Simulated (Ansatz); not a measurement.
C2H5GeN (`[CH]1=N[CH2][GeH2]1`) at its PBE0-D4/def2-TZVP geometry, where that method's forces vanish. Charge 0, multiplicity 1.

```xyz
9

C     0.2238   -1.2998    0.2578
N     0.0288   -1.0318   -0.9739
C    -0.1937    0.4233   -1.0412
Ge    0.0390    0.5385    0.9368
H     0.4166   -2.3183    0.5954
H     0.5581    0.9110   -1.6645
H    -1.1810    0.6552   -1.4450
H     1.2846    1.2420    1.5120
H    -1.1760    0.8798    1.8227
```

Problem. What forces (eV/Å) does B3LYP-D4/def2-TZVPP give on these atoms in the Gaussian-basis code of Ansatz? (An estimate is asked.)

Solution. The calculation gave: 
```
C1   0.061 -0.344  0.073
N2   0.018 -0.194 -0.091
C3  -0.084  0.271 -0.337
Ge4  0.006  0.206  0.285
H5  -0.012  0.067 -0.013
H6  -0.053 -0.019  0.035
H7   0.063 -0.002  0.019
H8   0.014  0.010  0.013
H9  -0.013  0.007  0.016
```

B3LYP here is the variant with VWN-RPA as its local correlation; programs differ in this.
